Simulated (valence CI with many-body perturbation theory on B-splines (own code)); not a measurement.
**Sc15+: electric-dipole lines**

Calculated by relativistic CI+MBPT: four valence electrons over a frozen Dirac-Fock core [He], a basis of 11 s, 11 p, 10 d, 8 f, 5 g, 2 h functions for each j, with the one-electron correlation potential Σ1 (screened to all orders), the two-electron term Σ2, the three-electron term Σ3, Breit, model QED; selected single and double excitations, second order for the rest, scaled by the run's own slope (own B-spline code, finite nucleus).

No measured levels were compared; by estimate levels of excited configurations hold to 0.05 to 0.15 % of their energy, terms of the ground configuration to about 0.5 %. Among the levels kept, up to 890 cm⁻¹ of a level comes from second order outside the variational space, and about a tenth of that is noise between levels of different J, which matters for small intervals.

Lines 101 to 150 of 570 in falling wavelength, among levels below 722.22 eV, chosen from the strongest by gf and those to the six lowest levels. Wavelengths and rates use the calculated energies, so an error of 400 cm⁻¹ moves a line at 59.78 nm by 0.24 % and its rate by three times that or more. Electric multipoles are in the length gauge, E1 and E2 with the static RPA response of the core. Weak lines are less certain than strong ones. Lines between different terms over intervals too small for the method are left out, as are lines whose strength nearly cancels. Where a level lies close to another of its J and parity, the split of strength between their lines is uncertain. The highest levels of a list are the least certain.

Names give the largest LS component (configuration and term), which can be under half, so a name can repeat, a term be missing and a line seem to break the LS rules; names also repeat where a configuration has a term twice. Letters in brackets count levels of one name in rising energy.

```
λ vac (nm)                Upper                Lower   A (s⁻¹)  log gf  Branch %
     59.78       2s 2p2 3d 5P_3      2s 2p2 3p 5P°_3  7.69e+08   -0.54       0.0
     59.55      2s2 2p 3d 1D°_2       2s2 2p 3p 1P_1  1.04e+09   -0.56       0.0
     59.38   2s 2p2 3d 3D_3 [b]  2s 2p2 3p 1D°_2 [a]  3.02e+08   -0.95       0.0
     59.32   2s 2p2 3d 3F_4 [a]  2s 2p2 3p 3D°_3 [a]  1.34e+09   -0.20       0.0
     59.18  2s 2p2 3p 3D°_1 [b]       2s 2p2 3s 3D_2  5.69e+08   -1.05       0.1
     59.09   2s 2p2 3d 3F_2 [a]  2s 2p2 3p 3D°_1 [a]  1.15e+09   -0.52       0.0
     59.02      2s2 2p 3d 3P°_2       2s2 2p 3p 3P_2  5.05e+08   -0.88       0.0
     58.90      2s2 2p 3d 3F°_2       2s2 2p 3p 3D_1  1.01e+09   -0.58       0.1
     58.88   2s 2p2 3d 3F_3 [a]  2s 2p2 3p 3D°_2 [a]  1.27e+09   -0.34       0.0
     58.62  2s 2p2 3p 3D°_1 [b]       2s 2p2 3s 3D_1  7.80e+08   -0.92       0.1
     58.46       2s2 2p 3p 3P_2      2s2 2p 3s 3P°_2  1.33e+09   -0.47       1.1
     58.28   2s 2p2 3d 3P_2 [c]  2s 2p2 3p 3P°_2 [d]  6.05e+08   -0.81       0.0
     58.19      2s2 2p 3d 1F°_3       2s2 2p 3p 1D_2  1.36e+09   -0.32       0.0
     57.90  2s 2p2 3p 3S°_1 [b]   2s 2p2 3s 3P_1 [b]  9.01e+08   -0.87       0.1
     57.85  2s 2p2 3p 3D°_2 [b]       2s 2p2 3s 3D_3  5.15e+08   -0.89       0.2
     57.39       2s 2p2 3d 5P_2      2s 2p2 3p 5P°_3  4.12e+08   -0.99       0.0
     57.36   2s 2p2 3d 1F_3 [a]  2s 2p2 3p 1D°_2 [a]  4.90e+08   -0.77       0.0
     57.22  2s 2p2 3p 3D°_2 [b]       2s 2p2 3s 3D_2  8.75e+08   -0.67       0.3
     57.15      2s2 2p 3d 3P°_2       2s2 2p 3p 3S_1  4.92e+08   -0.92       0.0
     56.95   2s 2p2 3d 1D_2 [b]  2s 2p2 3p 1P°_1 [b]  4.20e+08   -0.99       0.0
     56.95       2s 2p2 3d 1G_4      2s 2p2 3p 1F°_3  1.35e+09   -0.23       0.2
     56.68   2s 2p2 3d 3D_1 [c]  2s 2p2 3p 3P°_0 [c]  6.72e+08   -1.01       0.0
     56.51      2s2 2p 3d 3P°_1       2s2 2p 3p 3S_1  1.01e+09   -0.84       0.0
     56.21  2s 2p2 3p 3D°_3 [b]       2s 2p2 3s 3D_3  1.37e+09   -0.34       0.3
     55.62  2s 2p2 3p 3D°_3 [b]       2s 2p2 3s 3D_2  2.77e+08   -1.05       0.1
     55.17      2s 2p2 3p 5P°_2       2s 2p2 3s 5P_1  5.64e+08   -0.89       0.7
     55.16      2s2 2p 3d 3D°_3       2s2 2p 3p 3D_3  4.57e+08   -0.84       0.0
     54.02  2s 2p2 3p 1D°_2 [b]       2s 2p2 3s 1P_1  2.05e+09   -0.35       0.7
     53.98   2s 2p2 3d 3D_2 [a]  2s 2p2 3p 3P°_2 [a]  6.99e+08   -0.82       0.0
     53.91   2s 2p2 3d 1D_2 [a]  2s 2p2 3p 1P°_1 [a]  5.54e+08   -0.92       0.0
     53.63   2s 2p2 3d 3D_1 [a]  2s 2p2 3p 3P°_1 [a]  9.20e+08   -0.92       0.0
     52.75   2s 2p2 3d 3D_3 [a]  2s 2p2 3p 3P°_2 [a]  1.44e+09   -0.38       0.0
     52.61   2s 2p2 3d 3D_2 [a]  2s 2p2 3p 3P°_1 [a]  9.25e+08   -0.72       0.0
     51.72       2s2 2p 3p 1D_2      2s2 2p 3s 1P°_1  2.31e+09   -0.33       5.0
     51.53   2s 2p2 3d 1P_1 [a]  2s 2p2 3p 1P°_1 [a]  9.79e+08   -0.93       0.0
     51.51   2s 2p2 3d 3D_1 [a]  2s 2p2 3p 3P°_0 [a]  7.40e+08   -1.05       0.0
     50.01      2s 2p2 3p 5S°_2       2s 2p2 3s 5P_3  1.86e+09   -0.46       3.2
     49.65  2s 2p2 3p 3P°_1 [b]       2s 2p2 3s 3D_2  1.68e+09   -0.73       0.7
     49.56  2s 2p2 3p 3P°_0 [b]       2s 2p2 3s 3D_1  2.65e+09   -1.01       1.9
     49.38  2s 2p2 3p 3P°_2 [b]       2s 2p2 3s 3D_3  1.86e+09   -0.47       0.5
     49.26  2s 2p2 3p 3P°_1 [b]       2s 2p2 3s 3D_1  9.81e+08   -0.97       0.4
     49.12   2s 2p2 3d 3P_2 [a]  2s 2p2 3p 3S°_1 [a]  6.79e+08   -0.91       0.0
     48.92  2s 2p2 3p 3P°_2 [b]       2s 2p2 3s 3D_2  8.35e+08   -0.82       0.2
     48.42   2s 2p2 3d 3D_3 [a]  2s 2p2 3p 3D°_3 [a]  6.34e+08   -0.81       0.0
     47.27   2s 2p2 3d 1D_2 [a]  2s 2p2 3p 1D°_2 [a]  6.10e+08   -0.99       0.0
     45.70  2s 2p2 3p 1P°_1 [c]       2s 2p2 3s 1P_1  3.34e+09   -0.50       0.7
     45.36      2s 2p2 3p 5S°_2       2s 2p2 3s 5P_2  9.57e+08   -0.83       1.6
     41.71          2p3 3p 3P_2  2s 2p2 3p 3S°_1 [b]  8.04e+08   -0.98       0.0
     41.09       2s2 2p 3p 1S_0      2s2 2p 3s 1P°_1  5.00e+09   -0.90       4.1
     33.85          2p3 3p 1F_3  2s 2p2 3p 1D°_2 [b]  2.46e+09   -0.53       0.3
```
